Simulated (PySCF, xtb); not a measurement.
Dimer: CH4 (SMILES C) (first 5 atoms) with CH3Br (SMILES CBr); geometry from B3LYP-D3(BJ)/def2-TZVP.
(charge 0, multiplicity 1):
```xyz
10

C      0.054     0.056     0.163
H     -0.126    -0.571     1.034
H     -0.579     0.942     0.213
H      1.101     0.357     0.137
H     -0.181    -0.502    -0.742
C      0.579     1.224     3.773
Br    -0.074    -0.566     4.222
H      0.615     1.296     2.692
H      1.566     1.332     4.209
H     -0.117     1.942     4.193
```

Counterpoise-corrected where a basis set is named; no monomer relaxation. Rows marked so take none.

Rows in STO-3G carry no dispersion term and start afresh at each structure; the Pople sets are all-electron and without relativity.

Run with PySCF for STO-3G rows; xtb for the GFN methods. 

One of these levels gives 0.18 kcal/mol for the interaction energy. Which one is it?
A. GFN-FF
B. HF/STO-3G (no counterpoise)
C. GFN2-xTB

B, HF/STO-3G (no counterpoise). The others give -0.62 (GFN-FF), -1.00 (GFN2-xTB)
